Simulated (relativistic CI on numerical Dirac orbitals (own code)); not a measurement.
**Er3+: M4,5 absorption edge**

Computed with this model: Dirac-Coulomb-Breit CI, separate exchange-only KLI orbitals for each configuration, QED by a radiative potential, valence Slater integrals scaled by 0.9, multiplet model of core-to-valence dipole absorption; configurations [Xe] 4f11 → [Ar] 3d9 4s2 4p6 4d10 4f12 5s2 5p6; 80 K; Lorentzian 0.6 eV and Gaussian 0.4 eV FWHM. Energies are those of the free ion, without screening or charge transfer. The branching ratio is the share of the lower-energy edge in the whole absorption, uncertain by about 0.02 where the edges overlap. S is read from ⟨S²⟩ = S(S + 1).

free ion: ground-state S = 1.48, centroid 1410.78 eV, branching ratio 0.926. Peaks (eV, height): 1405.6 (57), 1408.2 (100), 1410.6 (22), 1448.8 (9).

The statistical ratio of this edge is 3/5 = 0.600. Values above it arise where the holes sit mainly in the j = l + 1/2 valence subshell or the ground state has high spin; values below it where core-valence Coulomb terms move weight to the upper edge, as in nearly empty shells.

Strongest unbroadened transitions for free ion:

```csv
Energy (eV),Relative strength
1404.67,5.1
1405.19,0.1
1405.63,55.6
1406.30,0.1
1407.25,5.4
1408.20,100.0
1409.30,1.3
1410.63,20.0
1412.42,2.0
1412.75,2.4
1448.32,3.2
1448.82,8.0
1449.95,3.7
1452.96,0.3
1453.50,0.2
```
